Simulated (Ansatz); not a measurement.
Ideal-gas functions of CdFHS, SMILES `[F][Cd][SH]` at 298.15 K and 1 bar, from an Ansatz frequency run at PBE0-D4/def2-TZVP.

Molar mass 164.48 g/mol, point group Cs (symmetry number 1), electronic degeneracy 1, moments of inertia 1.757, 238.828, 240.585 u Å². Harmonic wavenumbers (cm⁻¹, unscaled): 110, 114, 354, 587, 676, 2705.

Use S(trans) = R[1.5 ln M + 2.5 ln T − 1.1517]; rotational temperatures θ = 24.2544 K / I; S(rot) = R[ln(√π/σ · √(T³/θAθBθC)) + 1.5]; for each mode x = 1.438777 ν̃/T, S = R[x/(eˣ − 1) − ln(1 − e⁻ˣ)] and H = RT x/(eˣ − 1); 1 cm⁻¹ = 0.0119627 kJ/mol; R = 8.31446 J/(mol·K).

Task: By hand: the entropy, in J/(mol·K).

Result: Translation 172.5. Rotation: θ = 13.8044, 0.1016, 0.1008 K, giving 96.4. Vibration, mode by mode: 13.68, 13.39, 4.80, 1.98, 1.41, 0.00, in all 35.3. Electronic 0.0. Sum 304.2 J/(mol·K).

Task: By hand: H − E and G − E in kJ/mol, counted from the electronic energy.

Result: Zero-point energy ½ × 4546 × 0.0119627 = 27.2; thermal vibration 5.4; translation, rotation and pV give 4 RT = 9.9. H − E = 42.5 kJ/mol, and G − E = 42.5 − 298.15 × 304.2/1000 = -48.2 kJ/mol.

Vibration gives 12 % of the entropy, 27.1 J/(mol·K) of it from the modes under 150 cm⁻¹: soft modes count most, and the harmonic formula is weakest for them. The sum counts one conformer and one mirror image; others add a mixing term.
